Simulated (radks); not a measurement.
Question: Se3+, configuration [Ar] 3d10 4s2 5p1 (not the ground configuration). All-electron calculation, scalar-relativistic Kohn-Sham, PBE, spin-polarised, spherical densities, point nucleus; open shells are filled with parallel spins first. Program: a radial shooting solver on a logarithmic mesh with Libxc functionals. Some entries of the table are withheld. Estimate them.

orbital  occ.  eigenvalue (hartree)  r(max) (bohr)
1s up       1             -461.1988        0.02880
1s down     1             -461.1980        0.02880
2s up       1             -60.67760         0.1644
2s down     1             -60.67720         0.1644
2p up       3             -53.56723         0.1317
2p down     3             -53.56652         0.1317
3s up       1              -9.44382            (1)
3s down     1              -9.44269            (2)
3p up       3                   (3)         0.5002
3p down     3                   (4)         0.5002
3d up       5              -3.54281         0.4522
3d down     5              -3.54109         0.4522
4s up       1              -1.99781          1.423
4s down     1              -1.99194          1.424
5p up       1              -0.65447          3.888

Answer: 
(1) 3s up r(max) (bohr): 0.5021
(2) 3s down r(max) (bohr): 0.5021
(3) 3p up eigenvalue (hartree): -7.21848
(4) 3p down eigenvalue (hartree): -7.21717
